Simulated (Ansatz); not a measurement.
One geometry of Be₁₃O₁₃, a nanocrystal cut from zinc blende BeO (bare), several levels of theory.

```yaml
crystal:
  periodic: [false, false, false]
  atoms:
    - {symbol: O, position_ang: [-1.374302, -1.371305, -0.597105]}
    - {symbol: O, position_ang: [-1.423036, 0.539854, -2.460100]}
    - {symbol: O, position_ang: [-3.356090, 0.511312, -0.502599]}
    - {symbol: O, position_ang: [-1.369119, 0.600958, 1.374795]}
    - {symbol: O, position_ang: [-1.417986, 2.463712, -0.536593]}
    - {symbol: O, position_ang: [0.533522, -1.419285, -2.463487]}
    - {symbol: O, position_ang: [0.505572, -3.356077, -0.509722]}
    - {symbol: O, position_ang: [0.601061, -1.372637, 1.371325]}
    - {symbol: O, position_ang: [2.460519, -1.420572, -0.543509]}
    - {symbol: O, position_ang: [0.892940, 0.893470, -0.895969]}
    - {symbol: O, position_ang: [0.543699, 2.462350, 1.417422]}
    - {symbol: O, position_ang: [2.465658, 0.537300, 1.414001]}
    - {symbol: O, position_ang: [0.515730, 0.509030, 3.354649]}
    - {symbol: Be, position_ang: [-2.378095, -0.306449, -1.246647]}
    - {symbol: Be, position_ang: [-0.312096, -2.375463, -1.250425]}
    - {symbol: Be, position_ang: [-0.492152, -0.486309, -2.897458]}
    - {symbol: Be, position_ang: [-0.846301, -0.846352, 0.848718]}
    - {symbol: Be, position_ang: [-0.597301, 1.402702, -1.401412]}
    - {symbol: Be, position_ang: [-2.373997, 1.252929, 0.312452]}
    - {symbol: Be, position_ang: [-0.302582, 1.251674, 2.376038]}
    - {symbol: Be, position_ang: [-0.483276, 2.898820, 0.487046]}
    - {symbol: Be, position_ang: [1.399156, -0.596682, -1.404643]}
    - {symbol: Be, position_ang: [1.249777, -2.376552, 0.306066]}
    - {symbol: Be, position_ang: [1.255210, -0.308892, 2.373324]}
    - {symbol: Be, position_ang: [2.899109, -0.488621, 0.481096]}
    - {symbol: Be, position_ang: [1.404393, 1.401095, 0.592748]}
basis:
  gaussian: {orbitals: def2-SVP, initial_orbitals: start.molden}
correlation: {method: ccsd_t}
scf: {omitted_lower_state_checks: [starts]}
output: {orbitals: {seedname: orbitals}}
```

The file start.molden holds the orbitals of an earlier run on this structure, at another level or in another basis.

```sh
$ ansatz run in.yaml --threads 2 --pin off --events-out ev --progress --plain --max-ram 20480MiB --backend cuda --devices 0, --max-vram 18GiB
```

Output, abridged:

```
Functional definition: HF
3302 factors; integrals over basis functions are off by at most 1.3e-4 eV
mean field evaluation 1: about -31670.5207 eV, gradient 4.6e1 eV
mean field evaluation 2: about -31674.6850 eV, gradient 3.3e0 eV
mean field evaluation 4: about -31680.2719 eV, gradient 9.0e0 eV
mean field evaluation 8: about -31680.4581 eV, gradient 5.5e-3 eV
mean field -31680.45812548 eV, -1164.2353623256 hartree, gradient 2.9e-6 eV, S^2 0.000000; 0 other end points of the search recorded, 0 dependent functions left out
13 core orbitals not correlated: weight in the atoms' cores, before any rotation towards them, 1.000 or more for the frozen orbitals, at most 0.000 for the correlated occupied ones
reference -31680.45812548 eV, -1164.2353623256 hartree; 65, 65 occupied and 221, 221 virtual orbitals, 3302 factors
second order -76.14609858 eV of doubles, -0.00000000 eV of singles
cycle   1  -74.06244109 eV  change     2.1e0 eV  update   2.4e-1
cycle   2  -75.95822711 eV  change    -1.9e0 eV  update   6.8e-2
cycle   3  -76.48428537 eV  change   -5.3e-1 eV  update   3.9e-2
cycle   4  -76.45111510 eV  change    3.3e-2 eV  update   9.1e-3
cycle   5  -76.43102431 eV  change    2.0e-2 eV  update   4.6e-3
cycle   6  -76.43262913 eV  change   -1.6e-3 eV  update   1.7e-3
cycle   7  -76.43367079 eV  change   -1.0e-3 eV  update   7.1e-4
cycle   8  -76.43313399 eV  change    5.4e-4 eV  update   3.0e-4
cycle   9  -76.43292888 eV  change    2.1e-4 eV  update   9.8e-5
cycle  10  -76.43310359 eV  change   -1.7e-4 eV  update   4.3e-5
cycle  11  -76.43301166 eV  change    9.2e-5 eV  update   1.9e-5
perturbative correction -1.93555226 eV, -0.0711302337 hartree
Total energy: -31758.82668941 eV, -1167.1153539297 hartree
Checks for a lower state left out: starts
```

It took 48 s on 2 threads of AMD EPYC 7R13 on a shared host and a share (18 GiB) of an NVIDIA H100 80GB HBM3, peak host memory 1.6 GiB.

As the first input, with `gaussian: {orbitals: def2-TZVP, fitting: {mean_field: def2-universal-jkfit}, initial_orbitals: start.molden}`, `hamiltonian: {xc: pbe, dispersion: d4}` and without the key `correlation` (abridged; 3.7 s):

```
Functional definition: PBE
mean field -31848.35024225 eV, -1170.4052838156 hartree, gradient 1.6e-5 eV, S^2 0.000000
Total energy: -31850.01945407 eV, -1170.4666262184 hartree
Checks for a lower state left out: starts
```

First input, but with `gaussian: {orbitals: def2-TZVP, fitting: {mean_field: def2-universal-jkfit}, initial_orbitals: start.molden}`, `hamiltonian: {xc: r2scan, dispersion: d4}`, `output: {forces: true, orbitals: {seedname: orbitals}}` and without the key `correlation` (abridged; 6 s):

```
Functional definition: r2SCAN
mean field -31872.72999354 eV, -1171.3012231501 hartree, gradient 9.6e-6 eV, S^2 0.000000
Total energy: -31873.21672035 eV, -1171.3191100305 hartree
Atom 0 force    -0.054409    -0.052833     0.085820 eV/Å
Atom 1 force     0.395037    -0.175777     0.237928 eV/Å
Atom 2 force     0.809588    -0.032845     0.030658 eV/Å
Atom 3 force    -0.054563    -0.085763     0.052932 eV/Å
Atom 4 force     0.394876    -0.238927     0.174771 eV/Å
Atom 5 force    -0.175544     0.394781     0.238804 eV/Å
Atom 6 force    -0.032106     0.810159     0.032814 eV/Å
Atom 7 force    -0.086904    -0.054352     0.054521 eV/Å
Atom 8 force    -0.238237     0.394293     0.176783 eV/Å
Atom 9 force    -0.003163    -0.004249     0.004142 eV/Å
Atom 10 force    -0.177163    -0.238437    -0.394341 eV/Å
Atom 11 force    -0.239807    -0.176034    -0.393621 eV/Å
Atom 12 force    -0.034371    -0.032921    -0.810155 eV/Å
Atom 13 force     0.227104     0.303014     0.424567 eV/Å
Atom 14 force     0.305910     0.225683     0.423379 eV/Å
Atom 15 force     0.042180     0.041494     0.452354 eV/Å
Atom 16 force     0.237856     0.236403    -0.236881 eV/Å
Atom 17 force    -0.152558    -0.216330     0.216969 eV/Å
Atom 18 force     0.225211    -0.425155    -0.303522 eV/Å
Atom 19 force     0.304267    -0.424197    -0.226312 eV/Å
Atom 20 force     0.040862    -0.452462    -0.041553 eV/Å
Atom 21 force    -0.216839    -0.152468     0.216487 eV/Å
Atom 22 force    -0.424145     0.225976    -0.304473 eV/Å
Atom 23 force    -0.423933     0.305512    -0.224900 eV/Å
Atom 24 force    -0.452256     0.041490    -0.040303 eV/Å
Atom 25 force    -0.216892    -0.216055     0.153135 eV/Å
Dipole moment:     0.967185     0.967186    -0.969957 e Å
Checks for a lower state left out: starts
```

First input, but with `gaussian: {orbitals: 6-31G}`, `hamiltonian: {xc: hf}` and without the key `correlation` (abridged; 2.2 s):

```
Functional definition: HF
mean field -31701.66384957 eV, -1165.0146583121 hartree, gradient 6.3e-5 eV, S^2 0.000000
Total energy: -31701.66384957 eV, -1165.0146583121 hartree
Checks for a lower state left out: starts
```

First input, but with `gaussian: {orbitals: def2-TZVP, fitting: {mean_field: def2-universal-jkfit}, initial_orbitals: start.molden}`, `hamiltonian: {xc: {name: CAM-B3LYP}, dispersion: d4}` and without the key `correlation` (abridged; 6.5 s):

```
Functional definition: CAM-B3LYP
mean field -31875.94772661 eV, -1171.4194726594 hartree, gradient 2.1e-5 eV, S^2 0.000000
Total energy: -31877.44821624 eV, -1171.4746146364 hartree
Checks for a lower state left out: starts
```

Geometry: PBE-D4/def2-SVP.

Correlated methods freeze 13 core orbitals. Single mean-field runs in def2-TZVP are fitted with def2-universal-jkfit.
